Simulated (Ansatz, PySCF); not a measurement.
Se(iPr)(OH) (C₃H₈OSe), SMILES CC([Se]O)C. Atoms are numbered in the order given.

```xyz
13

Se     0.2577     0.4201     0.8100
C     -0.9649    -0.6131    -0.3266
C     -0.3358    -1.9425    -0.7079
C     -1.4061     0.1981    -1.5328
H     -1.8209    -0.7744     0.3539
H     -1.0121    -2.5178    -1.3617
H      0.6045    -1.7699    -1.2535
H     -0.1069    -2.5502     0.1788
H     -1.9040     1.1323    -1.2358
H     -2.1022    -0.3840    -2.1590
H     -0.5355     0.4523    -2.1580
O      1.6078     0.5743    -0.3967
H      1.4641     1.4121    -0.8541
```

The structure is a stationary point at PBE0-D3(BJ)/def2-SVP. The values are those of a single conformer.

Two levels are set side by side: PBE-D3(BJ)/def2-SVP (Ansatz, a program for electronic structure) and PBE0-D3(BJ)/def2-SVP (Ansatz). Each level has its own optimised geometry; the coordinates shown are those of the second. Frequencies come from the Hessian of PySCF at each geometry. Differences are taken from unrounded values.

| quantity | PBE0-D3(BJ) |
|---|---|
| mean bond length (Å) | 1.291 |
| bond Se1–C2 (Å) | 1.963 |
| bond Se1–O12 (Å) | 1.817 |
| bond C2–C3 (Å) | 1.519 |
| bond C2–C4 (Å) | 1.519 |
| bond C2–H5 (Å) | 1.105 |
| bond C3–H6 (Å) | 1.103 |
| bond C3–H7 (Å) | 1.101 |
| bond C3–H8 (Å) | 1.099 |
| bond C4–H9 (Å) | 1.099 |
| bond C4–H10 (Å) | 1.103 |
| bond C4–H11 (Å) | 1.102 |
| bond O12–H13 (Å) | 0.965 |
| highest harmonic wavenumber (cm⁻¹) | 3861 |
| mean harmonic wavenumber (cm⁻¹) | 1439 |
| zero-point energy (kcal/mol) | 67.87 |

Q: What does PBE-D3(BJ) give, and how far is it from PBE0-D3(BJ)? (The exact figures need the calculation; the answer reports its results.)

A: 
```csv
quantity,PBE-D3(BJ),PBE-D3(BJ) minus PBE0-D3(BJ)
mean bond length (Å),1.303,0.012
bond Se1–C2 (Å),1.990,0.027
bond Se1–O12 (Å),1.848,0.031
bond C2–C3 (Å),1.527,0.008
bond C2–C4 (Å),1.527,0.008
bond C2–H5 (Å),1.114,0.008
bond C3–H6 (Å),1.111,0.008
bond C3–H7 (Å),1.109,0.008
bond C3–H8 (Å),1.107,0.008
bond C4–H9 (Å),1.107,0.008
bond C4–H10 (Å),1.111,0.008
bond C4–H11 (Å),1.110,0.008
bond O12–H13 (Å),0.978,0.013
highest harmonic wavenumber (cm⁻¹),3678,-184
mean harmonic wavenumber (cm⁻¹),1389,-50
zero-point energy (kcal/mol),65.54,-2.34
```

Exact exchange shortens and stiffens bonds; PBE has none. Differences between two approximate levels are no errors against the true value.
